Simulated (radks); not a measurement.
Ionisation of neutral cadmium, [Kr] 4d10 5s2, to [Kr] 4d10 5s1 as the strength of local exchange is varied. Method: scalar-relativistic Kohn-Sham, Slater X-alpha exchange (alpha = 2/3 is LDA exchange), no correlation, spin-polarised, spherical densities, finite nucleus; Fermi nuclear charge, rms radius 4.6087 fm; computed with a radial shooting solver on a logarithmic mesh with Libxc functionals.

| alpha | E(Cd) (hartree) | exchange (hartree) | IE (eV) | -e of the level emptied (eV) | <r> of it (bohr) |
|---|---|---|---|---|---|
| 0.614 | -5573.48812 | -132.86912 | 7.857 | 4.588 (5s) | 2.974 |
| 0.667 | -5584.99312 | -144.63928 | 8.210 | 4.935 (5s) | 2.929 |
| 0.679 | -5587.60136 | -147.31082 | 8.290 | 5.015 (5s) | 2.919 |
| 0.695 | -5591.08092 | -150.87667 | 8.399 | 5.122 (5s) | 2.906 |
| 0.787 | -5611.13074 | -171.46424 | 9.032 | 5.755 (5s) | 2.834 |
| 0.814 | -5617.02862 | -177.53335 | 9.222 | 5.946 (5s) | 2.814 |
| 0.936 | -5643.75560 | -205.10984 | 10.098 | 6.837 (5s) | 2.726 |
| 0.96 | -5649.02826 | -210.56418 | 10.274 | 7.018 (5s) | 2.710 |

NIST Atomic Spectra Database: 8.994 eV (measured). The Delta-SCF value meets it near alpha = 0.78.
